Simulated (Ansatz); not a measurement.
FH5NSi2 (`F[SiH2]N[SiH2]`) radical. Total charge 0; spin multiplicity 2.

```xyz
9

F     1.0997   -1.8492    1.1976
Si    0.8469   -0.9958   -0.1323
N     0.2699    0.5800    0.2041
Si   -1.3699    1.1013    0.4329
H     2.1575   -0.8996   -0.8137
H    -0.1817   -1.7137   -0.9130
H     0.9766    1.2648    0.4389
H    -2.2369    0.0743   -0.2091
H    -1.5621    2.4379   -0.2053
```

Task: Give the diagnostics of a CCSD(T)/def2-TZVPP run (frozen core, Ansatz 0.2.0). (An estimate is asked.)

Result: Computed: T1 = 0.0138, largest single amplitude 0.040, largest double 0.016, (T) share of the correlation energy 3.2 %, 10 CCSD cycles. ⟨S²⟩ of the UHF reference is 0.755 against 0.75 for a pure state. T1 lies under the customary mark of 0.045 for open shells.
